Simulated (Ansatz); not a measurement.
AlBrH4OSSi (`[SiH3][O][Al]([SH])[Br]`), 9 atoms. Total charge 0; spin multiplicity 1. Correlated methods include outer-core shells of Br, which these sets cover unevenly. Scalar relativity is left out up to krypton. All runs use 4 threads of an Intel Xeon 6975P-C on a shared host. Correlated methods freeze the cores.

Task: How many basis functions does each run have, and how long does it take in Ansatz? RKS CAM-B3LYP-D4/def2-TZVPP energy; RKS PBE0-D4/def2-TZVP relaxation (7 steps); RKS ωB97M-V/def2-QZVPP energy; RKS PBE0-D4/def2-QZVPP energy; RHF-MP2/def2-QZVPP energy; RKS BLYP-D4/def2-TZVPP energy; RKS B97M-V/def2-TZVPP energy; RKS PBE0-D4/def2-SVP energy; RHF-CCSD(T)/def2-SVP energy; RHF-CCSD(T)/def2-TZVPP energy; RKS r2SCAN0-D4/def2-TZVPP energy; RKS PBE0-D4/def2-TZVP frequencies. (Best estimate.)

Result: Computed: Other jobs shared the machine, so times are rough.

| level | job | functions | wall time | peak host memory (GiB) |
| --- | --- | --- | --- | --- |
| RKS PBE0-D4/def2-SVP | energy | 120 | 0.85 s | 0.48 |
| RKS BLYP-D4/def2-TZVPP | energy | 261 | 1.4 s | 0.42 |
| RKS CAM-B3LYP-D4/def2-TZVPP | energy | 261 | 2.9 s | 1.2 |
| RKS r2SCAN0-D4/def2-TZVPP | energy | 261 | 3.6 s | 1.1 |
| RHF-CCSD(T)/def2-SVP | energy | 120 | 3.9 s | 0.57 |
| RKS B97M-V/def2-TZVPP | energy | 261 | 4.5 s | 0.53 |
| RKS PBE0-D4/def2-QZVPP | energy | 476 | 7 s | 2.5 |
| RKS ωB97M-V/def2-QZVPP | energy | 476 | 14 s | 2.8 |
| RHF-MP2/def2-QZVPP | energy | 476 | 15 s | 2.8 |
| RKS PBE0-D4/def2-TZVP | relaxation (7 steps) | 214 | 21 s | 0.79 |
| RHF-CCSD(T)/def2-TZVPP | energy | 261 | 54 s | 6 |
| RKS PBE0-D4/def2-TZVP | frequencies | 214 | 110 s | 0.81 |
